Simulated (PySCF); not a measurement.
**Radial density of Zn(27+) (zinc, charge +27)**

UHF, [He] 2s1, 2S determinant. All numbers are calculated (PySCF 2.14, the non-relativistic Hamiltonian (point nucleus), in an even-tempered Gaussian basis (17 s from 7.6 bohr⁻², ratio 2.2; 8 p from 12 bohr⁻², ratio 2.4; 6 d from 35 bohr⁻², ratio 2.4; 5 f from 53 bohr⁻², ratio 2.4; 4 g from 79 bohr⁻², ratio 2.4)).

```csv
r (bohr),4πr²ρ (e/bohr),4πr²(ρα − ρβ)
0.000847,0.1521,0.0084
0.00142,0.4158,0.0229
0.00240,1.110,0.0612
0.00403,2.847,0.1566
0.00678,6.828,0.3731
0.0114,14.63,0.7837
0.0192,25.92,1.3028
0.0323,33.29,1.3302
0.0543,24.78,0.2813
0.0913,8.558,0.7794
0.154,5.538,4.9760
0.258,3.448,3.4451
0.434,0.2347,0.2347
0.731,0.0006009,0.0006
```
